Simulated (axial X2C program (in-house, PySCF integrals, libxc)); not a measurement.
# How long does AgC take?

A bond scan computed with an in-house all-electron X2C program for linear molecules (integrals from PySCF). Basis: Ag dyall-cv3z [12s12p8d5f3g], C dyall-v3z [7s6p2d1f] (cores contracted in-house).

Input:
```json
{"zs": [47, 6], "q": 0, "bas": ["dyall-cv3z", "dyall-v3z"], "levels": ["PBE0", "HF", "LDA", "r2SCAN", "PBEsol"], "cc": true, "r0": 2.06, "thr": -2.0, "nmax": 140}
```
```bash
python so2c.py task.json out
```

Keys: zs atomic numbers; q charge; bas basis sets; levels methods; cc coupled cluster on or off; r0 starting distance in Å; thr threshold in hartree for freezing inner shells (an s shell follows its p shell); nmax most natural virtual spinors. HF also brings MP2.

Hardware: 2 threads of Intel(R) Xeon(R) Processor @ 2.50GHz (Skylake/Cascade Lake), on a shared host.

Wall time of one point of each curve, integrals apart:

```csv
Hamiltonian,level,points,seconds a point
spin-free,PBE0,12,3.2
spin-free,HF,12,1.2
spin-free,"CCSD(T) (15 electrons, 140 virtuals)",7,79
spin-free,LDA,12,1.2
spin-free,r2SCAN,12,3.4
spin-free,PBEsol,12,1.8
2c,PBE0,12,3.9
2c,HF,12,2
2c,"CCSD(T) (15 electrons, 140 virtuals)",7,84
2c,LDA,12,1.7
2c,r2SCAN,12,3.6
2c,PBEsol,12,2.2
```

The rest:

Search with its distance optimisation 120 s, atoms 120 s, whole task 1800 s. Coupled cluster runs on the points near the minimum only. The program drops outer points, and coupled cluster, when its time limit (not in the input) nears; MP2, further determinants and curves that did not converge are not in the table.
